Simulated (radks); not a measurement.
Values are calculated unless marked as measured or tabulated.
Q: Valence configurations of Sn+ (all share [Kr]). Code: a radial shooting solver on a logarithmic mesh with Libxc functionals. Model: non-relativistic Kohn-Sham, r2SCAN, spin-polarised, spherical densities, point nucleus; open shells are filled with parallel spins first (spin-orbit coupling, left out, can overturn this in heavy ions); meta-GGA in the generalised Kohn-Sham scheme; relativity is left out, which matters for an element this heavy. Order these by energy: 4d10 5p3; 4d8.5 5s2 5p2.5; 4d9.5 5s1.5 5p2; 4d9.5 5s2 5p1.5; 4d10 5s1.5 5p1.5; 4d10 5s2 5p1; 4d8.5 5s1.5 5p3; 4d10 5s1 5p2; 4d9 5s2 5p2; 4d8 5s2 5p3.

A: From the lowest, in eV above it: 4d10 5s2 5p1 0.000; 4d10 5s1.5 5p1.5 2.612; 4d10 5s1 5p2 4.536; 4d10 5p3 11.693; 4d9.5 5s2 5p1.5 13.020; 4d9.5 5s1.5 5p2 15.508; 4d9 5s2 5p2 26.926; 4d8.5 5s2 5p2.5 41.709; 4d8.5 5s1.5 5p3 43.953; 4d8 5s2 5p3 57.362. NIST lists [Kr] 4d10 5s2 5p1 as the ground configuration; this level of theory agrees among the configurations tried. The energies are those of spherical high-spin densities, not of single terms. Relativity is left out, which favours d and f over s occupation in heavy atoms.
